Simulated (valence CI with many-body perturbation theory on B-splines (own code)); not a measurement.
# E1 transitions of Os26+

Method: relativistic CI+MBPT: four valence electrons over a frozen Dirac-Fock core [Kr] 4d10, a basis of 7 s, 7 p, 7 d, 7 f, 4 g, 2 h functions for each j, with the one-electron correlation potential Σ1 (screened to all orders), the two-electron term Σ2, the three-electron term Σ3, Breit, model QED; selected single and double excitations, second order for the rest, scaled by the run's own slope (own B-spline code, finite nucleus).

No measured spectrum was set against this ion. As an estimate, large intervals hold to a few tenths of a per cent, small ones and those within an open d or f shell to about a per cent. Excitations out of the core, of the other parity, are not computed and may begin above about 171 eV (a cautious bound); beyond it only levels of the ground parity were kept, without lifetimes.

Lines 151 to 200 of 364 in falling wavelength, among levels below 1380200 cm⁻¹, chosen from the strongest by gf and those to the six lowest levels. Wavelengths and rates use the calculated energies. Electric multipoles are in the length gauge, E1 and E2 with the static RPA response of the core. Weak lines are less certain than strong ones. Lines between different terms over intervals too small for the method are left out, as are lines whose strength nearly cancels. Where a level lies close to another of its J and parity, the split of strength between their lines is uncertain. The highest levels of a list are the least certain.

Levels are named by their leading jj configuration (3d3/2^4 stands for four electrons in 3d with j = 3/2), which in mixed levels can hold well under half, so a name can repeat and another be missing. Letters in brackets count levels of one name in rising energy.

```
λ vac (nm)                          Upper                       Lower   A (s⁻¹)  S (a.u.) with core polarisation  S without
     30.31      (4f5/2^2 4f7/2 5p1/2) J=7  (4f5/2 4f7/2^2 5s) J=6 [a]  1.69e+07                         3.48e-03   4.45e-03
     30.26      (4f5/2^2 4f7/2 5p1/2) J=3  (4f5/2 4f7/2^2 5s) J=4 [b]  1.35e+07                         1.29e-03   1.65e-03
     30.21            (4f5/2^3 5p1/2) J=2  (4f5/2^2 4f7/2 5s) J=3 [c]  5.61e+06                         3.82e-04   4.90e-04
     30.21  (4f5/2^2 4f7/2 5p1/2) J=5 [a]  (4f5/2^2 4f7/2 5s) J=4 [b]  2.47e+07                         3.69e-03   4.74e-03
     30.16      (4f5/2 4f7/2^2 5p1/2) J=6  (4f5/2 4f7/2^2 5s) J=6 [b]  2.24e+07                         3.93e-03   5.02e-03
     30.13            (4f5/2^3 5p1/2) J=2  (4f5/2^2 4f7/2 5s) J=1 [a]  8.22e+07                         5.55e-03   7.10e-03
     30.12            (4f5/2^3 5p1/2) J=5  (4f5/2^2 4f7/2 5s) J=5 [a]  4.13e+08                         6.12e-02   7.84e-02
     30.09  (4f5/2^2 4f7/2 5p1/2) J=5 [b]  (4f5/2 4f7/2^2 5s) J=6 [b]  1.24e+06                         1.83e-04   2.34e-04
     30.04      (4f5/2 4f7/2^2 5p1/2) J=6  (4f5/2 4f7/2^2 5s) J=6 [a]  8.03e+06                         1.40e-03   1.79e-03
     29.97  (4f5/2^2 4f7/2 5p1/2) J=5 [b]  (4f5/2 4f7/2^2 5s) J=6 [a]  1.15e+06                         1.68e-04   2.19e-04
     29.91      (4f5/2^2 4f7/2 5p1/2) J=3  (4f5/2^2 4f7/2 5s) J=2 [c]  4.09e+07                         3.78e-03   4.86e-03
     29.88      (4f5/2^2 4f7/2 5p1/2) J=1  (4f5/2^2 4f7/2 5s) J=1 [b]  1.08e+08                         4.27e-03   5.50e-03
     29.87      (4f5/2^2 4f7/2 5p1/2) J=3  (4f5/2 4f7/2^2 5s) J=4 [a]  6.21e+07                         5.72e-03   7.32e-03
     29.79            (4f5/2^3 5p1/2) J=2  (4f5/2^2 4f7/2 5s) J=2 [b]  3.45e+08                         2.25e-02   2.88e-02
     29.78      (4f5/2^2 4f7/2 5p1/2) J=1  (4f5/2^2 4f7/2 5s) J=2 [c]  4.57e+07                         1.79e-03   2.30e-03
     29.78            (4f5/2^3 5p1/2) J=5  (4f5/2^2 4f7/2 5s) J=6 [a]  1.40e+07                         2.01e-03   2.58e-03
     29.73      (4f5/2^2 4f7/2 5p1/2) J=1      (4f5/2^2 4f7/2 5s) J=0  3.75e+07                         1.46e-03   1.88e-03
     29.72      (4f5/2^2 4f7/2 5p1/2) J=6  (4f5/2^2 4f7/2 5s) J=6 [b]  1.74e+08                         2.92e-02   3.74e-02
     29.70  (4f5/2^2 4f7/2 5p1/2) J=5 [b]  (4f5/2 4f7/2^2 5s) J=5 [a]  1.56e+07                         2.22e-03   2.84e-03
     29.70            (4f5/2^3 5p1/2) J=1  (4f5/2^2 4f7/2 5s) J=1 [a]  1.91e+07                         7.39e-04   9.45e-04
     29.66            (4f5/2^3 5p1/2) J=3  (4f5/2^2 4f7/2 5s) J=3 [d]  3.33e+08                         3.00e-02   3.84e-02
     29.64      (4f5/2^2 4f7/2 5p1/2) J=4  (4f5/2^2 4f7/2 5s) J=3 [d]  3.18e+07                         3.68e-03   4.73e-03
     29.59      (4f5/2^2 4f7/2 5p1/2) J=6  (4f5/2^2 4f7/2 5s) J=5 [b]  9.39e+07                         1.56e-02   2.00e-02
     29.49      (4f5/2^2 4f7/2 5p1/2) J=4  (4f5/2 4f7/2^2 5s) J=5 [a]  8.40e+06                         9.57e-04   1.23e-03
     29.44      (4f5/2^2 4f7/2 5p1/2) J=7  (4f5/2^2 4f7/2 5s) J=7 [a]  2.52e+07                         4.76e-03   6.06e-03
     29.43            (4f5/2^3 5p1/2) J=2  (4f5/2^2 4f7/2 5s) J=3 [b]  1.81e+07                         1.14e-03   1.47e-03
     29.42      (4f5/2^2 4f7/2 5p1/2) J=2  (4f5/2^2 4f7/2 5s) J=3 [d]  5.91e+08                         3.71e-02   4.76e-02
     29.37            (4f5/2^3 5p1/2) J=1  (4f5/2^2 4f7/2 5s) J=2 [b]  7.60e+08                         2.85e-02   3.65e-02
     29.35  (4f5/2^2 4f7/2 5p1/2) J=5 [a]  (4f5/2^2 4f7/2 5s) J=6 [b]  7.20e+08                         9.88e-02   1.26e-01
     29.24  (4f5/2^2 4f7/2 5p1/2) J=5 [b]  (4f5/2^2 4f7/2 5s) J=4 [c]  3.08e+07                         4.19e-03   5.33e-03
     29.22  (4f5/2^2 4f7/2 5p1/2) J=5 [a]  (4f5/2^2 4f7/2 5s) J=5 [b]  4.07e+07                         5.51e-03   7.08e-03
     29.21            (4f5/2^3 5p1/2) J=4  (4f5/2^2 4f7/2 5s) J=5 [a]  8.37e+08                         9.27e-02   1.19e-01
     29.18      (4f5/2 4f7/2^2 5p1/2) J=6  (4f5/2^2 4f7/2 5s) J=7 [a]  4.19e+08                         6.68e-02   8.55e-02
     29.18  (4f5/2^2 4f7/2 5p1/2) J=5 [a]  (4f5/2^2 4f7/2 5s) J=4 [a]  2.88e+08                         3.88e-02   4.98e-02
     29.17            (4f5/2^3 5p1/2) J=2  (4f5/2^2 4f7/2 5s) J=2 [a]  6.05e+06                         3.70e-04   4.80e-04
     29.13      (4f5/2^2 4f7/2 5p1/2) J=3  (4f5/2^2 4f7/2 5s) J=3 [d]  3.16e+08                         2.70e-02   3.46e-02
     29.05            (4f5/2^3 5p1/2) J=3  (4f5/2^2 4f7/2 5s) J=4 [c]  9.12e+05                         7.73e-05   1.01e-04
     29.03      (4f5/2^2 4f7/2 5p1/2) J=4  (4f5/2^2 4f7/2 5s) J=4 [c]  4.18e+07                         4.55e-03   5.83e-03
     28.86      (4f5/2^2 4f7/2 5p1/2) J=6  (4f5/2 4f7/2^2 5s) J=7 [a]  1.35e+08                         2.08e-02   2.67e-02
     28.80            (4f5/2^3 5p1/2) J=2        (4f5/2^3 5s) J=2 [b]  1.03e+08                         6.06e-03   7.70e-03
     28.80            (4f5/2^3 5p1/2) J=2  (4f5/2^2 4f7/2 5s) J=3 [a]  3.43e+06                         2.02e-04   2.57e-04
     28.75            (4f5/2^3 5p1/2) J=3  (4f5/2^2 4f7/2 5s) J=3 [c]  2.24e+07                         1.84e-03   2.36e-03
     28.74      (4f5/2^2 4f7/2 5p1/2) J=4  (4f5/2^2 4f7/2 5s) J=3 [c]  5.64e+08                         5.95e-02   7.62e-02
     28.55      (4f5/2^2 4f7/2 5p1/2) J=3  (4f5/2^2 4f7/2 5s) J=4 [c]  2.39e+08                         1.92e-02   2.47e-02
     28.53      (4f5/2^2 4f7/2 5p1/2) J=2  (4f5/2^2 4f7/2 5s) J=3 [c]  3.76e+08                         2.15e-02   2.76e-02
     28.45      (4f5/2^2 4f7/2 5p1/2) J=2  (4f5/2^2 4f7/2 5s) J=1 [a]  7.40e+08                         4.21e-02   5.39e-02
     28.41            (4f5/2^3 5p1/2) J=1        (4f5/2^3 5s) J=2 [b]  7.75e+08                         2.63e-02   3.38e-02
     28.38  (4f5/2^2 4f7/2 5p1/2) J=5 [b]  (4f5/2^2 4f7/2 5s) J=4 [b]  5.21e+08                         6.46e-02   8.28e-02
     28.37            (4f5/2^3 5p1/2) J=3  (4f5/2^2 4f7/2 5s) J=2 [b]  9.50e+08                         7.49e-02   9.59e-02
     28.33      (4f5/2^2 4f7/2 5p1/2) J=7  (4f5/2 4f7/2^2 5s) J=8 [a]  2.34e+08                         3.93e-02   5.05e-02
```
